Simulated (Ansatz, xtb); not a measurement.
## Two isomers of C4H9AlGe

We compare a, `C#C[CH2][Al]([CH3])[GeH3]`, a singlet, with b, `C#[C][Al]([CH3])[CH2][GeH3]`, a singlet. Both are isolated molecules in the gas phase, relaxed with B3LYP/def2-SVP, each in the lowest conformer that the search found.

a (Å):

```
atom    x (Å)    y (Å)    z (Å)
   C  -1.7928  -0.6146   1.7675
   C  -0.9519  -0.8753   0.9307
   C   0.0804  -1.1295  -0.0571
   C   1.2776   1.9718   0.8371
  Al   1.4172   0.3415  -0.2385
  Ge   3.2848  -0.0314  -1.8541
   H  -2.5437  -0.4022   2.5042
   H  -0.3620  -1.3053  -1.0571
   H   0.6338  -2.0595   0.1773
   H   0.2251   2.2786   0.9600
   H   1.6624   1.7743   1.8553
   H   1.8503   2.8207   0.4308
   H   4.6397  -0.2471  -1.1296
   H   3.0894  -1.2671  -2.7680
   H   3.5076   1.1783  -2.7979
```

b (Å):

```json
{"atom": "C", "x (Å)": "-3.4589", "y (Å)": "-2.7676", "z (Å)": "-1.4963"}
{"atom": "C", "x (Å)": "-2.6905", "y (Å)": "-2.0031", "z (Å)": "-0.9297"}
{"atom": "C", "x (Å)": "-1.4708", "y (Å)": "1.0814", "z (Å)": "-0.5806"}
{"atom": "C", "x (Å)": "-0.3311", "y (Å)": "-1.5290", "z (Å)": "1.3641"}
{"atom": "Al", "x (Å)": "-1.4879", "y (Å)": "-0.7974", "z (Å)": "-0.0331"}
{"atom": "Ge", "x (Å)": "1.4643", "y (Å)": "-2.1049", "z (Å)": "0.7775"}
{"atom": "H", "x (Å)": "-4.1338", "y (Å)": "-3.4402", "z (Å)": "-1.9952"}
{"atom": "H", "x (Å)": "-1.1388", "y (Å)": "1.1760", "z (Å)": "-1.6302"}
{"atom": "H", "x (Å)": "-2.4854", "y (Å)": "1.5153", "z (Å)": "-0.5415"}
{"atom": "H", "x (Å)": "-0.8088", "y (Å)": "1.7110", "z (Å)": "0.0356"}
{"atom": "H", "x (Å)": "-0.1669", "y (Å)": "-0.7771", "z (Å)": "2.1564"}
{"atom": "H", "x (Å)": "-0.8044", "y (Å)": "-2.4102", "z (Å)": "1.8308"}
{"atom": "H", "x (Å)": "1.3571", "y (Å)": "-3.2061", "z (Å)": "-0.3022"}
{"atom": "H", "x (Å)": "2.2383", "y (Å)": "-0.9118", "z (Å)": "0.1678"}
{"atom": "H", "x (Å)": "2.2889", "y (Å)": "-2.6608", "z (Å)": "1.9615"}
```

Task: Estimate which is lower in electronic energy at CCSD(T)/def2-SVP + ΔMP2/def2-TZVPP, and by roughly how much.

Result: The CCSD(T)/def2-SVP + ΔMP2/def2-TZVPP calculation puts structure b lower, by 13.2 kcal/mol.

How the difference moves with the method:

```
                             level        geometry  E(b) − E(a) (kcal/mol)  departure from the last row (kcal/mol)  job, with rough time for the two
                          GFN2-xTB        GFN2-xTB                      +5.5                                   +18.6              optimisation, 0.42 s
                         HF/STO-3G        GFN2-xTB                     −12.5                                    +0.7              single point, 0.54 s
                r2SCAN-D4/def2-SVP        GFN2-xTB                      −9.7                                    +3.4               single point, 3.6 s
                    B3LYP/def2-SVP  B3LYP/def2-SVP                      −8.5                                    +4.7             optimisation, 3.1 min
                       HF/def2-SVP  B3LYP/def2-SVP                     −12.5                                    +0.7           part of the CCSD(T) run
                      MP2/def2-SVP  B3LYP/def2-SVP                     −12.4                                    +0.7           part of the CCSD(T) run
                  CCSD(T)/def2-SVP  B3LYP/def2-SVP                     −11.1                                    +2.1                      single point
CCSD(T)/def2-SVP + ΔMP2/def2-TZVPP  B3LYP/def2-SVP                     −13.2                                                        single point, 60 s
```

As drawn, b has 1 C–Al, 1 C–Ge in place of 1 C–C, 1 Al–Ge.

GFN2-xTB puts the two in the other order. The largest departure from CCSD(T)/def2-SVP + ΔMP2/def2-TZVPP is that of GFN2-xTB, 18.6 kcal/mol. A small imaginary or near-zero mode remains, so no thermal terms are given. The last row adds to CCSD(T) the change of the MP2 difference between the two basis sets, here −2.1 kcal/mol.

The correlated steps freeze 18 core orbitals; the filled d shell of Ge is correlated, in a basis made for valence electrons. Codes used: Ansatz 0.2.0, xtb 6.7.1; the last row on 2 threads of Intel(R) Xeon(R) 6975P-C (Granite Rapids) on a shared host.
